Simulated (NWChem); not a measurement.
Molecule: NbHO2Cl2; SMILES [O]=[Nb]([OH])([Cl])[Cl]

```xyz
6

Nb     0.2210     0.0207     0.0000
O      0.9585     1.5301     0.0000
Cl    -1.0475    -0.1574     1.9119
Cl    -1.0475    -0.1574    -1.9119
O      1.5842    -1.2533     0.0000
H      2.5464    -1.1891     0.0000
```
Atoms are numbered in this order, from 1.

Level: PBE0/def2-SVP with def2 effective core potentials on Nb (NWChem), optimised geometry, unscaled harmonic frequencies. def2 effective core potentials on Nb; no spin-orbit coupling.

Problem. List the harmonic frequencies with IR intensities, and the thermochemistry.

Solution. 
| frequency (cm⁻¹) | IR intensity (km/mol) |
|---|---|
| 105 | 2.6 |
| 152 | 1.5 |
| 156 | 0.5 |
| 211 | 0.1 |
| 243 | 19.9 |
| 402 | 48.8 |
| 416 | 0.3 |
| 474 | 247.0 |
| 519 | 152.9 |
| 772 | 118.7 |
| 1064 | 174.1 |
| 3912 | 346.0 |

The zero-point energy comes out as 12.0 kcal/mol and the thermal correction to the enthalpy at 298.15 K (with zero-point energy) comes out as 17.0 kcal/mol. The heat capacity Cv is 21.7 cal/(mol K) and the entropy at 298.15 K and 1 atm (symmetry number 1) is 86.2 cal/(mol K).

Rigid rotor and harmonic oscillator.
